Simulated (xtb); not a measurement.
xtb input (GFN-FF):

```bash
xtb mol.xyz --gfnff --opt tight --chrg -1 --uhf 0
```
mol.xyz:
```
3

Cu     0.00000000     0.00000000     0.00000000
I      0.00000000     0.00000000     2.47570087
I     -0.00000000    -0.00000000    -2.47570087
```

End of the output:

```
         :::::::::::::::::::::::::::::::::::::::::::::::::::::
         ::                     SUMMARY                     ::
         :::::::::::::::::::::::::::::::::::::::::::::::::::::
         :: total energy              -1.251196137176 Eh    ::
         :: gradient norm              0.000000104442 Eh/a0 ::
         ::.................................................::
         :: bond energy               -0.142455530126 Eh    ::
         :: angle energy               0.000000000000 Eh    ::
         :: torsion energy             0.000000000000 Eh    ::
         :: repulsion energy           0.007172442141 Eh    ::
         :: electrostat energy        -1.114170856641 Eh    ::
         :: dispersion energy         -0.001742192550 Eh    ::
         :: HB energy                  0.000000000000 Eh    ::
         :: XB energy                  0.000000000000 Eh    ::
         :: bonded atm energy          0.000000000000 Eh    ::
         :: external energy            0.000000000000 Eh    ::
         :: add. restraining           0.000000000000 Eh    ::
         :: total charge              -1.000000000000 e     ::
         :::::::::::::::::::::::::::::::::::::::::::::::::::::

           -------------------------------------------------
          |                Property Printout                |
           -------------------------------------------------

molecular dipole:
                 x           y           z       tot (Debye)
 q only:        0.000      -0.000      -0.000       0.000
           -------------------------------------------------
          |                Geometry Summary                 |
           -------------------------------------------------

      molecular mass/u    :      317.3549837
   center of mass at/Å    :       -0.0000000       0.0000000       0.0000000
  moments of inertia/u·Å² :        0.5033222E-35   0.1601384E+04   0.1601384E+04
rotational constants/cm⁻¹ :        0.3349272E+37   0.1052692E-01   0.1052692E-01

 * 2 selected distances

     #   Z          #   Z                                           value/Å
     1  29 Cu       2  53 I                                       2.5118532 (max)
     1  29 Cu       3  53 I                                       2.5118527 (min)

 * 1 distinct bonds (by element types)

   Z      Z             #   av. dist./Å        max./Å        min./Å
  29 Cu  53 I           2     2.5118530     2.5118532     2.5118527

optimized geometry written to: xtbopt.xyz

           -------------------------------------------------
          | TOTAL ENERGY               -1.251196137176 Eh   |
          | GRADIENT NORM               0.000000104442 Eh/α |
           -------------------------------------------------
########################################################################
[WARNING] Runtime exception occurred
-1- gfnff_setup: Could not read topology file.
########################################################################

------------------------------------------------------------------------
------------------------------------------------------------------------
 total:
 SCF:
 ANC optimizer:
Note: The following floating-point exceptions are signalling: IEEE_UNDERFLOW_FLAG IEEE_DENORMAL
normal termination of xtb
```
